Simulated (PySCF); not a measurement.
Job file and geometry (Å, from GFN2-xTB) of an NMR shielding run on `[BH3-][P@@H+]1C=Cc2ccccc21`, C$_{8}$H$_{10}$BP, GIAO PBE0/pcSseg-1 NMR shielding, non-relativistic, gas phase in PySCF; density fitting, a coarse starting grid and PySCF grid level 2 are the driver's defaults:

```
$ OMP_NUM_THREADS=1 python probes_run.py task.json out

{"job": {"kind": "nmr", "xc": "PBE0", "basis": "pcSseg-1"}, "charge": 0, "multiplicity": 1}
B     -2.695249     0.863673     1.204307
P     -1.675212     0.148650    -0.260512
C     -1.486986    -1.633960    -0.447558
C     -0.197935    -2.004007    -0.383526
C      0.744466    -0.908274    -0.290289
C      2.129256    -0.988689    -0.232950
C      2.872482     0.177488    -0.163832
C      2.250082     1.418119    -0.146165
C      0.867417     1.513639    -0.193385
C      0.119182     0.353442    -0.274633
H     -2.181119     0.391106     2.169215
H     -2.554207     2.042054     1.108137
H     -3.806896     0.487179     1.009160
H     -2.005560     0.523403    -1.563142
H     -2.324842    -2.308645    -0.509529
H      0.143857    -3.027423    -0.411031
H      2.618324    -1.952011    -0.242436
H      3.950357     0.122175    -0.121869
H      2.848146     2.315644    -0.088991
H      0.379293     2.477114    -0.164006
```

Problem. What does the program print?

Solution. 
```
coarse grid: 17600 points
cycle   1  E = -676.3177740231  dE =  1.831e+00  |g| = 4.778e-01  |ddm| = 4.516e+00
cycle   2  E = -676.3213285436  dE = -3.555e-03  |g| = 4.752e-01  |ddm| = 1.423e+00
cycle   3  E = -676.3896817965  dE = -6.835e-02  |g| = 7.435e-02  |ddm| = 7.127e-01
cycle   4  E = -676.3907107973  dE = -1.029e-03  |g| = 4.661e-02  |ddm| = 1.406e-01
cycle   5  E = -676.3913141049  dE = -6.033e-04  |g| = 9.185e-03  |ddm| = 5.768e-02
cycle   6  E = -676.3913357999  dE = -2.170e-05  |g| = 2.081e-03  |ddm| = 1.417e-02
cycle   7  E = -676.3913368108  dE = -1.011e-06  |g| = 8.292e-04  |ddm| = 3.194e-03
final grid: 166520 points
cycle   8  E = -676.4515862342  dE = -4.819e-05  |g| = 8.436e-03  |ddm| = 5.774e-02
cycle   9  E = -676.4515838103  dE =  2.424e-06  |g| = 9.044e-03  |ddm| = 2.069e-02
cycle  10  E = -676.4516056910  dE = -2.188e-05  |g| = 1.301e-03  |ddm| = 1.208e-02
cycle  11  E = -676.4516061388  dE = -4.478e-07  |g| = 4.402e-04  |ddm| = 1.987e-03
cycle  12  E = -676.4516061894  dE = -5.060e-08  |g| = 9.287e-05  |ddm| = 5.067e-04
cycle  13  E = -676.4516061916  dE = -2.203e-09  |g| = 3.077e-05  |ddm| = 1.356e-04
cycle  14  E = -676.4516061918  dE = -2.319e-10  |g| = 1.016e-05  |ddm| = 4.405e-05
converged SCF energy = -676.4516061918

GIAO shielding tensors (ppm)
atom      isotropic    diamagn.    paramagn.     s11        s22        s33       span
  0 B      150.623     188.379     -37.756    146.417    148.541    156.911     10.493
  1 P      337.461     968.232    -630.771    240.819    373.763    397.800    156.981
  2 C       52.009     266.302    -214.292    -48.473     54.016    150.485    198.958
  3 C       33.792     250.901    -217.109    -72.949     39.884    134.441    207.390
  4 C       35.510     257.961    -222.451    -57.573     13.507    150.595    208.168
  5 C       56.536     249.168    -192.631    -42.517     39.778    172.348    214.864
  6 C       50.352     254.861    -204.509    -60.022     32.664    178.414    238.436
  7 C       53.499     254.237    -200.738    -55.626     38.482    177.641    233.267
  8 C       49.736     250.524    -200.787    -60.691     30.264    179.636    240.328
  9 C       45.077     268.114    -223.038    -39.034     13.124    161.140    200.174
 10 H       31.077      28.626       2.451     27.408     29.879     35.944      8.536
 11 H       30.509      28.617       1.893     26.350     29.691     35.487      9.137
 12 H       30.574      28.150       2.425     26.652     29.022     36.049      9.396
 13 H       25.744      29.244      -3.500     21.562     23.248     32.421     10.860
 14 H       24.983      31.226      -6.243     22.966     25.275     26.707      3.741
 15 H       24.052      31.923      -7.871     21.484     23.270     27.404      5.920
 16 H       23.851      31.597      -7.746     19.811     24.273     27.469      7.658
 17 H       23.888      29.051      -5.163     20.369     24.643     26.652      6.283
 18 H       23.998      29.889      -5.891     20.354     24.646     26.993      6.638
 19 H       23.530      32.262      -8.732     18.973     22.831     28.787      9.814
```

Size and cost of the density-fitted run: 227 basis functions, 46 s wall time on 1 thread of an Arm Neoverse V2, shared host; peak memory 1.1 GiB.
